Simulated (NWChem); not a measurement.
System: CH3F3OSi; SMILES O[Si](F)(F)CF

```xyz
9

O     -1.6079    -0.3485    -0.1349
Si     0.0183    -0.4744    -0.0191
F      0.4012    -1.4880     1.1561
F      0.6581    -1.0869    -1.3524
C      0.7217     1.2458     0.3156
F     -0.1973     2.1519    -0.2590
H     -1.8921     0.5652    -0.2959
H      1.7049     1.4169    -0.1366
H      0.7941     1.4671     1.3874
```
Atoms are numbered in this order, from 1.

Program: NWChem. Pople sets run with spherical d functions. Geometry: optimised at B3LYP/6-31G* (spherical d). Level: B3LYP/6-31G* with SMD (1 M gas to 1 M solution), gas-phase geometry. Reactions with the solvent are ignored.

### Question
What does the run give for solvent water? Quantities: solvation free energy (kcal/mol); cavity-dispersion-structure term (kcal/mol); dipole in solution (D).

### Answer
The solvation free energy (kcal/mol) comes out as -4.5 and the cavity-dispersion-structure term (kcal/mol) is 3.9. The dipole in solution (D) is 2.85.
